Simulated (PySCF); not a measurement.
thiourea cation (CH4N2S), SMILES NC(N)=S (connectivity only; charge and spin as stated), charge +1, multiplicity 2.

The structure is a stationary point at B3LYP-D3(BJ)/def2-SVP. The geometry has at least one imaginary mode, so it is a saddle point at that level. The multiplicity is an assumed one; other spin states were not compared. The values are those of a single conformer.

Level of theory: PySCF with PBE0/def2-TZVPD.

Isolated molecule, no solvent.

Computed frontier levels, dipole moment and polarisability:
```
Quantity                                                           Result
------------------------------------------------  -----------------------
α spin, highest occupied and lowest empty level       -13.43 and -6.08 eV
β spin, highest occupied and lowest empty level      -13.06 and -10.10 eV
dipole moment about the centre of nuclear charge                0.667 e·Å
mean static polarisability                           44.2 bohr³ (6.54 Å³)
polarisability, principal values                   30.5, 46.9, 55.1 bohr³
⟨S²⟩                                              0.756 (pure state 0.75)
```
